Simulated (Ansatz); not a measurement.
Ligand exchange: GeH3Cl + GaH2I → GeH3I + GaH2Cl

Species: GeH3Cl (chlorogermane) `[Cl][GeH3]`, singlet; GaH2I `[GaH2][I]`, singlet; GeH3I `[GeH3][I]`, singlet; GaH2Cl `[Cl][GaH2]`, singlet. The partners trade Cl for I: Ge–Cl and Ga–I bonds give way to Ge–I and Ga–Cl.

Shapes, held fixed at every level: PBE0-D4/def2-TZVP. Programs: Ansatz 0.2.0. The zero-point and thermal change to 298 K, harmonic and unscaled (PBE0-D4/def2-TZVP), is -0.3 kJ/mol.

```tsv
level	kind	ΔH(298 K) (kJ/mol)	less CCSD(T)/def2-TZVPP
SPW92/def2-TZVPP	LDA	-1.5	-2.1
PBE-D4/def2-TZVPP	GGA	-1.0	-1.6
B3LYP-D4/def2-TZVPP	global hybrid	-1.1	-1.7
PBE0-D4/def2-TZVPP	global hybrid	-0.6	-1.2
r2SCAN0-D4/def2-TZVPP	global hybrid	-0.8	-1.4
wB97X-V/def2-TZVPP	range-separated hybrid	-1.2	-1.8
CCSD/def2-TZVPP	coupled cluster or CI	+0.6	0.0
CCSD(T)/def2-TZVPP	coupled cluster or CI	+0.6	0.0
```

The highest level, CCSD(T)/def2-TZVPP, gives ΔH(298 K) = +0.6 kJ/mol; the levels span -1.5 to +0.6. That is about zero within the method's error. They disagree on the sign: 2 of 8 are positive. The column of differences is taken from that level and isn't an error. No measured value is set beside it here. For atoms past krypton def2 sets carry core potentials with scalar relativity. Relativity is left out for Ga, Ge. Outer-core shells of Ga, Ge, I are correlated in most correlated rows, in sets that cover them unevenly.
